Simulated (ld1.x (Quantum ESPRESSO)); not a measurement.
## LDA (PZ) ultrasoft dataset for Au (Z = 79), fully relativistic all-electron reference.

Au (Z = 79), ultrasoft, made with ld1.x (Quantum ESPRESSO) 7.5 (LDA (PZ), fully relativistic). Core [Kr] 4d10 4f14 5s2, reference 5p6 5d10 6s1 6p0. Waves: 6s (bound): rcut 1.50, rcutus 2.00 bohr; 6s channel at 3.55 Ry: rcut 1.50, rcutus 2.00 bohr; 5p (bound): rcut 1.40, rcutus 1.60 bohr; 6p (bound, empty): rcut 1.40, rcutus 1.60 bohr; 5d (bound): rcut 1.70, rcutus 2.72 bohr; 5d channel at 2.95 Ry: rcut 1.70, rcutus 2.72 bohr. Local part: all-electron potential smoothed inside 1.45 bohr (lloc = -1). Core correction: none. Augmentation charge: built from norm-conserving waves at rcut, not smoothed further.

Open shells are filled in proportion to 2j + 1 (rel_dist='average').

All-electron outer shells of the reference configuration (LDA (PZ), scalar-relativistic, ld1.x):

```json
{"shell": "5s", "level (eV)": "-108.78", "outermost node (bohr)": "0.48", "outermost maximum (bohr)": "0.84"}
{"shell": "4f", "level (eV)": "-81.59", "outermost node (bohr)": "–", "outermost maximum (bohr)": "0.37"}
{"shell": "5p", "level (eV)": "-60.06", "outermost node (bohr)": "0.52", "outermost maximum (bohr)": "0.96"}
{"shell": "5d", "level (eV)": "-7.12", "outermost node (bohr)": "0.56", "outermost maximum (bohr)": "1.21"}
{"shell": "6s", "level (eV)": "-6.09", "outermost node (bohr)": "1.11", "outermost maximum (bohr)": "2.32"}
{"shell": "6p", "level (eV)": "-0.89", "outermost node (bohr)": "1.32", "outermost maximum (bohr)": "3.51"}
```

What the tests gave:

| Quantity | Value |
| --- | --- |
| Ghost test | ghost state, extra bound levels that the all-electron valence spectrum of the same l lacks: s at -163.5 eV (p1/2 not tested) (other channels not judged); a true bound ghost makes a file unfit for plane-wave use (spherical-Bessel basis up to 400 Ry, 20 bohr box) |
| Configuration tests | test run stopped at test 5 of 7 (negative rho) |
| Lowest eigenvalue of the overlap operator | -0.03 (p1/2 channel); it is negative, so in a basis up to 400 Ry S is not positive definite and the file is unfit for use |

A Bessel basis up to 400 Ry misses an occupied level by 1.07 Ry, so cutoffs were not judged. Note: ghost state, extra bound levels that the all-electron valence spectrum of the same l lacks: s at -163.5 eV (p1/2 not tested) (other channels not judged). Its overlap operator is not positive definite in a basis up to 400 Ry (lowest eigenvalue p1/2 -0.03), so the file is unfit for use: the generalised eigenproblem breaks down once the basis is large enough, and its test numbers describe a broken file.

Generation and tests took about 2.7 s on one core of a shared server CPU.
